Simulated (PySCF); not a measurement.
## NaI: from constants to spectrum

RHF-CCSD(T) constants of NaI, ¹Σ⁺ (singlet), closed shell (basis Na def2-SVP, I def2-SVP with ECP28; scalar-relativistic core potentials; PySCF 2.14; masses 22.9898 and 126.9045 u):

```
ωe              : 249.9 cm⁻¹
ωexe            : 0.714 cm⁻¹
Be              : 0.11402 cm⁻¹
αe              : 0.000593 cm⁻¹
D (centrifugal) : 9.49e-08 cm⁻¹
De to Na + I    : 3.06 eV
```

(1) Estimate the standard entropy (1 bar) and heat capacity of the ideal gas at 1000 K, rigid rotor with B0 and harmonic oscillator at the fundamental.

Correlated steps freeze 5 core orbitals. Correlated levels converge slowly with the basis: in double zeta they bind strong bonds too weakly, by up to about 1 eV, and carry superposition errors of some tenths. Spin–orbit coupling is left out, which matters for elements this heavy, above all for dissociation energies. Where the molecule has an RHF reference, its open-shell atoms are computed with UHF.

Results:

(1) Translation (Sackur–Tetrode, M = 149.89 u): 196.5 J/(mol K). Rotation: q = kT/(σB0) = 6110 with σ = 1, 80.8. Vibration: x = hcν0/kT = 0.357, 16.91. S° = 294.2 J/(mol K); Cp = 7R/2 + 8.23 = 37.3 J/(mol K).
